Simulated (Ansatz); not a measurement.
C2H3Cl2FSi, SMILES ClC(Cl)=C([SiH3])F.

Coordinates come from a B3LYP-D3(BJ)/def2-SVP optimisation. This is a generated structure with no PubChem entry under its InChIKey; it may be hypothetical.

Two levels are set side by side: PBE/def2-SVPD (Ansatz, a quantum-chemistry and plane-wave program) and PBE0/def2-SVPD (Ansatz). Energy differences of separate SCF runs at the same geometry; the states with an electron removed or added have multiplicity 2 and 2. Differences are taken from unrounded values.

| quantity | PBE0 |
|---|---|
| vertical ionisation energy (eV) | 9.49 |
| vertical singlet–triplet gap (eV) | 3.57 |

What does PBE give, and how far is it from PBE0? (Estimate from the structure and the level; the computed values follow.)


| quantity | PBE | PBE minus PBE0 |
|---|---|---|
| vertical ionisation energy (eV) | 9.20 | -0.29 |
| vertical singlet–triplet gap (eV) | 3.62 | 0.05 |
